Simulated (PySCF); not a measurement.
A species of formula CH9NSi2 has this rotational fingerprint, computed with PBE0-D3(BJ)/def2-SVP geometry optimisation, gas phase in PySCF 2.14.0:

| Item | Value |
| --- | --- |
| Rotational constants | A = 5413, B = 2729, C = 2055 MHz |
| Dipole components | \|μa\| = 1.45 D, \|μb\| = 0.69 D, \|μc\| = 0.08 D |
| Inertial defect | -32.63 u·Å² |
| κ | -0.60 |

Question: Which structure is it? (One computed conformer of each.)
A. `[CH3:1][NH:2][SiH2:3][SiH3:4]` with C1–N2–Si3–Si4 -53°
B. `[CH3:1][SiH2:2][NH:3][SiH3:4]` with C1–Si2–N3–Si4 -119°
C. `CN([SiH3])[SiH3]`
D. `[CH3:1][Si@@H:2]([NH2:3])[SiH3:4]` with C1–Si2–N3–H -54° and 169°
E. `[CH3:1][SiH2:2][SiH2:3][NH2:4]` with C1–Si2–Si3–N4 -168°, Si2–Si3–N4–H 50° and -171°

Answer: D. It is C[Si@@H](N)[SiH3], an asymmetric top, point group C1. The candidates at the same level (rigid rotor, commonest isotopes):

| SMILES | A (MHz) | B (MHz) | C (MHz) | μa (D) | μb (D) | μc (D) | Δ (u·Å²) | point group | rotor |
| --- | --- | --- | --- | --- | --- | --- | --- | --- | --- |
| C[SiH2]N[SiH3] | 11797 | 1829 | 1753 | 0.67 | 0.66 | 0.85 | -30.88 | C1 | near-prolate asymmetric top |
| C[Si@@H](N)[SiH3] | 5413 | 2729 | 2055 | 1.45 | 0.69 | 0.08 | -32.63 | C1 | asymmetric top |
| CN([SiH3])[SiH3] | 6154 | 2996 | 2143 | 0.00 | 0.80 | 0.00 | -15.01 | Cs | asymmetric top |
| C[SiH2][SiH2]N | 10138 | 1942 | 1727 | 0.51 | 0.07 | 0.81 | -17.45 | C1 | near-prolate asymmetric top |
| CN[SiH2][SiH3] | 6563 | 2372 | 1885 | 1.50 | 0.14 | 0.09 | -21.93 | C1 | asymmetric top |

`C[SiH2]N[SiH3]` has A 118 % too high; `CN[SiH2][SiH3]` has A 21 % too high; `C[SiH2][SiH2]N` has A 87 % too high; `CN([SiH3])[SiH3]` has A 14 % too high. No structure here is proved a minimum.
